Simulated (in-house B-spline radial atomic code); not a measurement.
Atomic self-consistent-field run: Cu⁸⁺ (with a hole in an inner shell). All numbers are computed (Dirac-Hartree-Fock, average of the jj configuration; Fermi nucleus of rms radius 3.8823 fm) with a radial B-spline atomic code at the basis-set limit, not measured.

In the input, a minus or plus after the letter marks the j = l - 1/2 or j = l + 1/2 subshell.

Command:
```bash
python run_scf.py task.json out
```
Settings (nuclear radius in fm, mass in u):
```
Z                29
configuration    1s2 2s2 2p-1 2p+4 3s2 3p-2 3p+3 3d5
hamiltonian      dirac
method           hf
spin_polarised   False
nucleus          fermi
rms_radius       3.8823
atomic_mass      62.9296
speed_of_light   137.035999084
```

Output (hartree, bohr):
```
 radial grid: 64 intervals, B-splines of order 8, outer radius 7.931 bohr

 iter        energy (Eh)    residual
    1      -1571.0374186    1.23e+00
    2      -1590.0740248    5.76e-01
    3      -1592.3198797    1.91e-01
    4      -1592.6118858    6.11e-02
    5      -1592.6463547    2.29e-02
    6      -1592.6507106    1.06e-03
    7      -1592.6507201    1.76e-05
    8      -1592.6507201    4.07e-06
    9      -1592.6507201    1.51e-07

 total energy                    -1592.650720
 kinetic                           1621.03661
 electron-nucleus                 -3680.73747
 electron-electron                  467.05014

 first-order corrections (not in the total)
   Gaunt                            0.68692
   retardation                     -0.06121
   frequency dependence            -0.00223
   self-energy                      0.50139
   Uehling                         -0.04509
   Wichmann-Kroll                   0.00034
   recoil                           0.01084

 orbital      occ     eigenvalue          <r>       <r^2>       <1/r>       r_max    small
 1s1/2      2.000     -343.24300    0.0520505  0.00364336     29.1817     0.03411  1.10e-02
 2s1/2      2.000      -50.54032     0.231202   0.0630412      6.4679      0.1947  2.14e-03
 2p1/2      1.000      -45.89859     0.202554     0.05064     6.36574       0.155  2.09e-03
 2p3/2      4.000      -44.87920     0.203901   0.0508413     6.25884      0.1574  2.08e-03
 3s1/2      2.000      -12.05078     0.653988    0.488616     2.17869      0.5852  5.41e-04
 3p1/2      2.000      -10.27349     0.658315    0.503988     2.11232      0.5804  5.24e-04
 3p3/2      3.000      -10.23016     0.663145    0.509756     2.06309      0.5827  5.04e-04
 3d3/2      2.000       -7.46807     0.650247    0.504431     1.88607      0.5128  4.30e-04
 3d5/2      3.000       -7.44779     0.648303    0.501837     1.89286        0.51  4.35e-04

 Slater integrals (Eh)
   F0(2p1/2,2p1/2)               4.514744
   F0(2p1/2,2p3/2)               4.494515
   G2(2p1/2,2p3/2)               2.108261
   F0(2p1/2,3p1/2)               1.848502
   G0(2p1/2,3p1/2)               0.170333
   F0(2p1/2,3p3/2)               1.825564
   G2(2p1/2,3p3/2)               0.165591
   F0(2p1/2,3d3/2)               1.847543
   G1(2p1/2,3d3/2)               0.356546
   F0(2p1/2,3d5/2)               1.853901
   G3(2p1/2,3d5/2)               0.205035
   F0(2p3/2,2p3/2)               4.474872
   F2(2p3/2,2p3/2)               2.120289
   F0(2p3/2,3p1/2)               1.846060
   G2(2p3/2,3p1/2)               0.171472
   F0(2p3/2,3p3/2)               1.823338
   F2(2p3/2,3p3/2)               0.394616
   G0(2p3/2,3p3/2)               0.154226
   G2(2p3/2,3p3/2)               0.163929
   F0(2p3/2,3d3/2)               1.847483
   F2(2p3/2,3d3/2)               0.439523
   G1(2p3/2,3d3/2)               0.355558
   G3(2p3/2,3d3/2)               0.202966
   F0(2p3/2,3d5/2)               1.853839
   (list cut)
```

Time taken, with all properties: 0.94 s on 1 thread of Arm Neoverse V1, with other jobs on the host.

For the Dirac Hamiltonian the kinetic term is c α·p + (β - 1)c².
